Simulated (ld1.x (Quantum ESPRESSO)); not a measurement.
## tellurium (Te), TM: configuration errors across variants

tellurium, norm-conserving Troullier–Martins (Kleinman–Bylander form), made with ld1.x (Quantum ESPRESSO) 7.5 (Wu–Cohen, fully relativistic). Core [Kr], reference 4d10 5s2 5p4. Waves: 5s (bound): rc 1.60 bohr; 5p (bound): rc 1.85 bohr; 4d (bound): rc 1.55 bohr. Local part: all-electron potential smoothed inside 1.85 bohr (lloc = -1). Core correction: Bessel-smoothed model core inside 0.95 bohr.

Open shells are filled in proportion to 2j + 1 (rel_dist='average').

All-electron excitation energies from the reference (eV): (1) 4d10 5s2 5p3 9.782; (2) 4d10 5s2 5p2 27.799; (3) 4d10 5s2 5p1 54.826; (4) 4d9 5s2 5p5 38.114; (5) 4d10 5s2 5p0 91.432; (6) 4d10 5s1 5p4 19.629; (7) 4d9 5s2 5p4 49.157.

A true bound ghost makes a file unfit for plane-wave use even where its test errors are small: the radial tests pick states by their node count and pass the ghost by.

Errors AE − PS in meV (a dash: test not solved or not reliable):

| change | (1) | (2) | (3) | (4) | (5) | (6) | (7) | bound ghosts |
| --- | --- | --- | --- | --- | --- | --- | --- | --- |
| base | +5.6 | +30 | +85 | +137 | +180 | +16 | +335 | s |
| wave 4d (bound): rc 1.55 bohr becomes 4d (bound): rc 1.10 bohr | +5.6 | +30 | +84 | +110 | +179 | +16 | +312 | s |
| wave 4d (bound): rc 1.55 bohr becomes 4d (bound): rc 1.24 bohr | +5.6 | +30 | +84 | +112 | +179 | +16 | +314 | s |
| wave 4d (bound): rc 1.55 bohr becomes 4d (bound): rc 1.62 bohr | +5.6 | +30 | +85 | +143 | +180 | +16 | +340 | s |
| wave 4d (bound): rc 1.55 bohr becomes 4d (bound): rc 1.92 bohr | +5.7 | +31 | +86 | +226 | +185 | +16 | +414 | s |
| wave 4d (bound): rc 1.55 bohr becomes 4d (bound): rc 2.12 bohr | +5.7 | +31 | +88 | +312 | +190 | +16 | +492 | s |
| wave 4d (bound): rc 1.55 bohr becomes 4d (bound): rc 2.24 bohr | +5.8 | +31 | +89 | +368 | +194 | +16 | +543 | s |

Task: Give the same row for: wave 4d (bound): rc 1.55 bohr becomes 4d (bound): rc 1.44 bohr.

Result: +5.6, +30, +84, +123, +180, +16, +323; bound ghosts: s.
